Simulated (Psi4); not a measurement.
OP (SMILES O=[P]), doublet, geometry from GFN2-xTB; Psi4 with HF/6-31G**.

Input for Psi4:
```
memory 2 GB

molecule {
0 2
  P    -0.00000000   -0.00000000   -0.50615669
  O     0.00000000    0.00000000    0.94904379
}

set basis 6-31g**
set reference uhf

energy('scf')
print_variables()
```

**Question.** Write the output that Psi4 gives for this input, abridged.

**Answer.** 
```
   => Loading Basis Set <=

    Name: 6-31G**
    Role: ORBITAL
    Keyword: BASIS

         ---------------------------------------------------------
                                   SCF
               by Justin Turney, Rob Parrish, Andy Simmonett
                          and Daniel G. A. Smith
                              UHF Reference
         ---------------------------------------------------------

  ==> Geometry <==

    Molecular point group: c2v
    Full point group: C_inf_v

    Geometry (in Angstrom), charge = 0, multiplicity = 2:

       Center              X                  Y                   Z               Mass
    ------------   -----------------  -----------------  -----------------  -----------------
         P            0.000000000000     0.000000000000    -0.495560213912    30.973761998420
         O            0.000000000000     0.000000000000     0.959640266088    15.994914619570

  Running in c2v symmetry.

  Rotational constants: A = ************  B =      0.75472  C =      0.75472 [cm^-1]
  Rotational constants: A = ************  B =  22625.80195  C =  22625.80195 [MHz]
  Nuclear repulsion =   43.637468619031793

  Charge       = 0
  Multiplicity = 2
  Electrons    = 23
  Nalpha       = 12
  Nbeta        = 11

  ==> Algorithm <==

  SCF Algorithm Type is DF.
  DIIS enabled.
  MOM disabled.
  Fractional occupation disabled.
  Guess Type is SAD.
  Energy threshold   = 1.00e-06
  Density threshold  = 1.00e-06
  Integral threshold = 1.00e-12

  ==> Primary Basis <==

  Basis Set: 6-31G**
    Blend: 6-31G**
    Number of shells: 14
    Number of basis functions: 34
    Number of Cartesian functions: 34
    Spherical Harmonics?: false
    Max angular momentum: 2

   => Loading Basis Set <=

    Name: (6-31G** AUX)
    Role: JKFIT
    Keyword: DF_BASIS_SCF

  ==> Integral Setup <==

  SCF_SUBTYPE=INCORE selected. In-core MEM_DF algorithm will be used.
  Using in-core AOs.

  ==> MemDFJK: Density-Fitted J/K Matrices <==

    J tasked:                   Yes
    K tasked:                   Yes
    wK tasked:                   No
    Algorithm:                 Core
    Schwarz Cutoff:           1E-12
    Mask sparsity (%):       0.1730
    Fitting Condition:        1E-10

   => Auxiliary Basis Set <=

  Basis Set: (6-31G** AUX)
    Blend: CC-PVDZ-JKFIT
    Number of shells: 60
    Number of basis functions: 211
    Number of Cartesian functions: 211
    Spherical Harmonics?: false
    Max angular momentum: 3

[...]
   @DF-UHF iter  14:  -415.54800723818829   -1.02407e-08   6.12171e-07 DIIS
  Energy and wave function converged.

  ==> Post-Iterations <==

   @Spin Contamination Metric:   1.494251486E-02
   @S^2 Expected:                7.500000000E-01
   @S^2 Observed:                7.649425149E-01
   @S   Expected:                5.000000000E-01
   @S   Observed:                5.000000000E-01

    Orbital Energies [Eh]
    ---------------------

    Alpha Occupied:

[...]
    Alpha Virtual:

[...]
      18A1     3.980216

    Beta Occupied:

[...]
    Beta Virtual:

[...]
    Final Occupation by Irrep:
             A1    A2    B1    B2
    DOCC [     7,    0,    2,    2 ]
    SOCC [     0,    0,    1,    0 ]
    NA   [     7,    0,    3,    2 ]
    NB   [     7,    0,    2,    2 ]

  @DF-UHF Final Energy:  -415.54800723818829

   => Energetics <=

    Nuclear Repulsion Energy =             43.6374686190317931
    One-Electron Energy =                -661.6438224160543768
    Two-Electron Energy =                 202.4583465588343358
    Total Energy =                       -415.5480072381882337

  UHF NO Occupations:
  HONO-2 :    2 B1 1.9979206
  HONO-1 :    7 A1 1.9962700
  HONO-0 :    3 B1 1.0000000
  LUNO+0 :    8 A1 0.0037300
  LUNO+1 :    4 B1 0.0020794
  LUNO+2 :    3 B2 0.0015510
  LUNO+3 :    9 A1 0.0001064

Computation Completed

Properties will be evaluated at   0.000000,   0.000000,   0.000000 [a0]

Properties computed using the SCF density matrix

 Multipole Moments:

 ------------------------------------------------------------------------------------
     Multipole            Electronic (a.u.)      Nuclear  (a.u.)        Total (a.u.)
 ------------------------------------------------------------------------------------

 L = 1.  Multiply by 2.5417464519 to convert [e a0] to [Debye]
 Dipole X            :          0.0000000            0.0000000            0.0000000
 Dipole Y            :          0.0000000            0.0000000            0.0000000
 Dipole Z            :         -1.4803048            0.4605620           -1.0197428
 Magnitude           :                                                    1.0197428

 ------------------------------------------------------------------------------------

  Variable Map:
  ----------------------------------------------------------------------------
[...]
  Array Variable Map:
  ----------------------------------------------------------------------------
[...]
[...]
```
